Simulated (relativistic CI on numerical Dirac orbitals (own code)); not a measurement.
**Sb V: calculation against measurement**

Computed by Dirac-Coulomb-Breit CI, separate exchange-only KLI orbitals for each configuration, QED by a radiative potential, valence Slater integrals scaled by 0.85, P86 correlation energy added to each configuration (own radial code, finite nucleus).

Configurations in the expansion (outside the closed core [Kr]): 4d10 5s, 4d10 5p, 4d10 5d, 4d10 5f, 4d10 5g, 4d10 6s, 4d9 5s2, 4d10 4f, 4d10 6p, 4d9 5s 4f, 4d10 6d, 4d10 7s, 4d8 5s 5p2, 4d9 5p2, 4d10 7p, 4d9 5s 5p. Levels of other configurations are missing.

```
Configuration  Term (tabulated)    J  Measured (cm⁻¹)  Computed  Error  Purity (%)
      4d10 5s                2S  1/2              0.0         0      0         100
      4d10 5p               2P°  1/2          81566.0     79493  -2073         100
      4d10 5p               2P°  3/2          90553.0     88025  -2528         100
      4d10 5d                2D  3/2         201927.0    197097  -4830         100
      4d10 5d                2D  5/2         203043.0    198151  -4892         100
      4d10 6s                2S  1/2         224653.0    218614  -6039         100
      4d10 6p               2P°  3/2         257579.0    250937  -6642         100
```

Measured levels from Moore, Atomic Energy Levels, vol. III, NSRDS-NBS 35 (1971 reprint of NBS Circular 467, 1958); pairs were made by configuration, J and term (by order where the table uses no LS term), so strongly mixed levels may be paired wrongly. The analysis dates from before 1960. Some J values or terms of the table were assigned by a fit.

Mean error by configuration (cm⁻¹): 4d10 5p -2301; 4d10 5d -4861; 4d10 6s -6039; 4d10 6p -6642. Over the excited levels the mean absolute error is 4501 cm⁻¹ (6 of the 6 excited levels that our extract of the source holds in range could be paired), and the median relative error of those above 1,000 cm⁻¹ is 2.6 %.
